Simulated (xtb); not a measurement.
C3H4N2O, SMILES C1=NC=NCO1. All values are semi-empirical tight-binding results from xtb (GFN2-xTB unless named), good for trends rather than for accurate numbers. Geometry optimised at GFN2-xTB. The values are those of a single conformer.

Task: Estimate the properties. (An estimate is asked for; the answer gives what the named calculation found.)

Result: 
The point group as xtb finds it is Cs and the orbital gap is 2.75 eV. The dipole moment is 1.43 D, the zero-point energy is 45.3 kcal/mol and the G − E(el) at 298.15 K (modified RRHO) comes out as 27.4 kcal/mol. The static polarisability (D4 model) is 52.8 bohr³ and the solvation energy, GFN2-xTB/ALPB(water) is -4.2 kcal/mol. The solvation energy, GFN2-xTB/ALPB(acetonitrile) is -5.3 kcal/mol.

Computed IR lines (harmonic; lines under 4 % of the strongest left out, lines within 3 cm⁻¹ merged):
ν (cm⁻¹): 544 (w), 552 (w), 625 (w), 850 (m), 1033 (m), 1045 (w), 1156 (s), 1262 (w), 1298 (w), 1327 (w), 1601 (vs), 1718 (s), 2881 (w), 2917 (w), 3020 (w), 3075 (w) (against the strongest line: vs over 80 %, s over 45 %, m over 15 %, w over 4 %, vw less)
